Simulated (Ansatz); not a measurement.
`[NH2][Ge]([OH])([F])[Cl]` + H–F → `[OH][Ge]([F])([F])[Cl]` + NH₃ at 500 K and 1 bar (ligand exchange at a Ge–N bond).

Isolated molecules relaxed with PBE0-D4/def2-TZVP in Ansatz; ΔE leaves out vibrations. CCSD(T)/CBS is the MP2 limit (def2-TZVPP, def2-QZVPP) plus CCSD(T) − MP2 in def2-TZVPP, frozen cores. This one scheme is used for every species. For Ge outer-core shells are correlated without core-valence functions, which leaves a few kJ/mol of doubt a bond. Scalar relativity is left out up to krypton. One conformer a species, not always the lowest.

```csv
species,CCSD(T)/CBS energy (Eh),H − E (kJ/mol),S (J/(mol·K))
`[NH2][Ge]([OH])([F])[Cl]`,-2767.50198,162.2,423.0
H–F,-100.39570,39.4,188.7
`[OH][Ge]([F])([F])[Cl]`,-2811.39975,93.7,403.4
NH₃,-56.50880,108.2,211.8
```

H − E and S are ideal-gas, rigid-rotor, harmonic terms from PBE0-D4/def2-TZVP, for one conformer and one mirror image of each species. 1 Eh = 2625.50 kJ/mol, R = 8.31446 J/(mol·K).

**Question.** By hand: ΔE, ΔH, ΔS and ΔG.

**Answer.** ΔE = (-2811.39975) + (-56.50880) − (-2767.50198) − (-100.39570) = -0.01087 Eh = -28.5 kJ/mol. Δ(H − E) = 93.7 + 108.2 − 162.2 − 39.4 = 0.3, so ΔH = -28.2 kJ/mol. ΔS = 403.4 + 211.8 − 423.0 − 188.7 = 3.5 J/(mol·K). ΔG = -28.2 − 500 × (3.5)/1000 = -29.9 kJ/mol.

**Question.** By hand: the equilibrium constant, and the temperature at which ΔG would vanish if ΔH and ΔS stayed fixed.

**Answer.** log₁₀ K = −ΔG/(RT ln 10) = 3.1. ΔH and −TΔS have one sign here, so there is no such temperature. One of them is within its doubt of zero, so this could turn.

The number of gas molecules stays the same, so ΔS is small and ΔH decides. A doubt of 5 kJ/mol in ΔE shifts log₁₀ K by 0.5 here. Other conformers and mirror images would add mixing entropy, several J/(mol·K) or more a flexible species. These are equilibria of isolated gas molecules and say nothing of rates. Largest T1 diagnostic: 0.012 (customary marks: 0.02 for closed shells, 0.045 for open ones).
